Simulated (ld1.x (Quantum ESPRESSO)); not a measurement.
# What one change does to a pseudopotential (lead (Pb), TM)

Pb, norm-conserving Troullier–Martins (Kleinman–Bylander form), made with ld1.x (Quantum ESPRESSO) 7.5 (PBE, scalar-relativistic). Core [Xe] 4f14 5d10, reference 6s2 6p1.5 (charge +0.5). Waves: 6p (bound): rc 2.50 bohr; 6s (bound): rc 1.60 bohr. Local part: the s channel. Core correction: none.

Change: all radii scaled by about 1.11 (s 1.78, p 2.78 bohr).

Cutoffs: the cutoffs (Ry, on a coarse ladder) from which the occupation-weighted sum of valence levels, in a spherical-Bessel basis at the reference potential, stays within 10 and 1 mRy of its value at 400 Ry; they do not see the model core or the augmentation charge, which bear on the density cutoff. Errors are all-electron minus pseudo energies relative to the spin-unpolarised reference configuration.

**Question.** What does the change do?

**Answer.** The potential gets softer (45 Ry and 100 Ry → 25 Ry and 50 Ry); of the 7 tests that both files solve, the error grows in 1 and shrinks in 0 by more than 15 % and 0.3 meV (median size 44.1 → 46.9 meV); neither file shows a bound ghost. A larger radius leaves more room for a smooth pseudo-wave, so fewer plane waves are needed.

```tsv
quantity	base	changed
cutoff, loose	45 Ry	25 Ry
cutoff, tight	100 Ry	50 Ry
loose cutoff by channel (10 mRy a level)	p 8 Ry, s 30 Ry	p 6 Ry, s 21 Ry
bound ghosts	none	none
error for 6s2 6p2, meV [ΔE -2.49 eV]	+4.6	+4.6
error for 6s2 6p1, meV [ΔE 4.08 eV]	+3.8	+3.5
error for 6s2 6p0, meV [ΔE 17.53 eV]	+83	+76
error for 6s0 6p4, meV [ΔE 15.34 eV]	+169	+156
error for 6s1 6p2, meV [ΔE 13.61 eV]	+6.6	+11
error for 6s1 6p0, meV [ΔE 49.94 eV]	+200	+186
error for 6s1 6p3, meV [ΔE 6.24 eV]	+44	+47
```
